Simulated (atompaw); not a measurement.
# Pseudopotential generation for Nd (Z = 60): PAW (atompaw), PBE, scalar-relativistic.

```
Element                 : Nd
Generator               : atompaw 4.2.0.5
Type                    : PAW
Functional              : PBE
Relativity              : scalar-relativistic
Frozen core             : [Kr] 4d10
Valence charge          : 14
Reference configuration : 4f4 5s2 5p6 5d0 6s1.5 6p0.5
Partial waves           : 5s (bound): rc 2.35 bohr; 6s (bound): rc 2.65 bohr; 5p (bound): rc 2.10 bohr; 6p (bound): rc 3.00 bohr; 5d (bound, empty): rc 3.00 bohr; 5d channel at 4.25 Ry: rc 3.00 bohr; 4f (bound): rc 1.20 bohr; 4f channel at 0.55 Ry: rc 1.20 bohr
Local potential         : troulliermartins scheme with l = 4 at 1 Ry, radius 2.25 bohr
Core correction         : smooth core density matched at 2.25 bohr
Augmentation charge     : besselshape compensation charge, radius 2.75 bohr; PAW radius 3.00 bohr; waves and projectors: custom polynom vanderbiltortho
```

(1) Estimate the cutoffs (Ry, on a coarse ladder) from which the occupation-weighted sum of valence levels, in a spherical-Bessel basis at the reference potential, stays within 10 and 1 mRy of its value at 400 Ry.

(2) Does the potential have ghost states?

(3) Is the overlap operator S = 1 + Σ q|β⟩⟨β| positive definite (Bessel basis up to 400 Ry)?

(4) Which valence shell sets the plane-wave cutoff?

Answers

(1) 120 Ry and 200 Ry.

(2) No extra level below or beside the all-electron valence levels (s, p, d, f tested).

(3) Yes: its lowest eigenvalue is 0.61 (p channel).

(4) 4f: its level needs 140 Ry to come within 1 mRy, against 15 Ry for 5p.
